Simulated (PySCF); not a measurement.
Cl3Ga, SMILES [Cl][Ga+]([Cl])[Cl] (connectivity only; charge and spin as stated), charge +1, multiplicity 2.

Coordinates come from a PBE0-D3(BJ)/def2-SVP optimisation.

Calculation: PySCF with TDA-PBE/def2-SVPD.

Vertical excitations. 

Estimate the UV-visible absorptions. (Estimate from the structure and the level; the computed values follow.)


```json
[
 {"state": "root 1", "energy (eV)": "0.66", "λ (nm)": "1869", "f": "0.000", "main pairs": "β HOMO→LUMO 100 %"},
 {"state": "root 2", "energy (eV)": "0.80", "λ (nm)": "1551", "f": "0.000", "main pairs": "β HOMO−1→LUMO 100 %"},
 {"state": "root 3", "energy (eV)": "0.99", "λ (nm)": "1248", "f": "0.000", "main pairs": "β HOMO−2→LUMO 100 %"},
 {"state": "root 4", "energy (eV)": "1.90", "λ (nm)": "654", "f": "0.000", "main pairs": "β HOMO−3→LUMO 100 %"},
 {"state": "root 5", "energy (eV)": "2.44", "λ (nm)": "509", "f": "0.000", "main pairs": "β HOMO−5→LUMO 100 %"},
 {"state": "root 6", "energy (eV)": "2.49", "λ (nm)": "498", "f": "0.020", "main pairs": "β HOMO−4→LUMO 72 %, β HOMO−6→LUMO 26 %"},
 {"state": "root 7", "energy (eV)": "3.73", "λ (nm)": "333", "f": "0.088", "main pairs": "β HOMO−6→LUMO 65 %, β HOMO−4→LUMO 16 %"},
 {"state": "root 8", "energy (eV)": "4.30", "λ (nm)": "288", "f": "0.000", "main pairs": "α HOMO→LUMO 56 %, β HOMO→LUMO+1 44 %"},
 {"state": "root 9", "energy (eV)": "4.43", "λ (nm)": "280", "f": "0.000", "main pairs": "α HOMO−1→LUMO 58 %, β HOMO−1→LUMO+1 41 %"},
 {"state": "root 10", "energy (eV)": "4.79", "λ (nm)": "259", "f": "0.000", "main pairs": "α HOMO−3→LUMO 23 %, β HOMO−2→LUMO+1 76 %"}
]
```
Unrestricted roots are not spin-pure.
